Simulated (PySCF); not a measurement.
# Spinor energies of Nb³⁹⁺ (niobium, charge +39)

Start: 1s2. Calculated with PySCF 2.14 in an even-tempered Gaussian basis (15 s from 73 bohr⁻², ratio 2.4; 10 p from 95 bohr⁻², ratio 2.4; 3 d from 300 bohr⁻², ratio 2.6; 3 f from 450 bohr⁻², ratio 2.6): generalised Hartree-Fock with the X2C-1e Hamiltonian and a Gaussian nucleus; one run each with spin-orbit coupling (SO) switched off, then screened by Boettger's factors.

| spinor shell | electrons | ε, spin-free (eV) | ε, screened SO (eV) | weight of nominal j (screened SO) | rms radius, screened SO (bohr) |
| --- | --- | --- | --- | --- | --- |
| 1s1/2 | 2 | -22677.8 | -22677.8 | 1.000 | 0.0411 |

```json
{"quantity": "E (hartree)", "spin-free": "-1693.50542", "screened SO": "-1693.50542"}
{"quantity": "M_J", "spin-free": "0", "screened SO": "0"}
{"quantity": "⟨J²⟩", "spin-free": "0.000", "screened SO": "0.000"}
{"quantity": "⟨L²⟩", "spin-free": "0.000", "screened SO": "0.000"}
{"quantity": "⟨S²⟩", "spin-free": "0.000", "screened SO": "0.000"}
```

Breit and QED terms are absent; they matter most for the inner s and p1/2 levels.

Densities and radii are taken from the X2C orbitals without a picture-change correction, which distorts them close to the nucleus.

Without spin-orbit coupling the j labels of p, d and f shells carry no meaning; the spin-free column gives the mean over the occupied spinors of each nl shell.
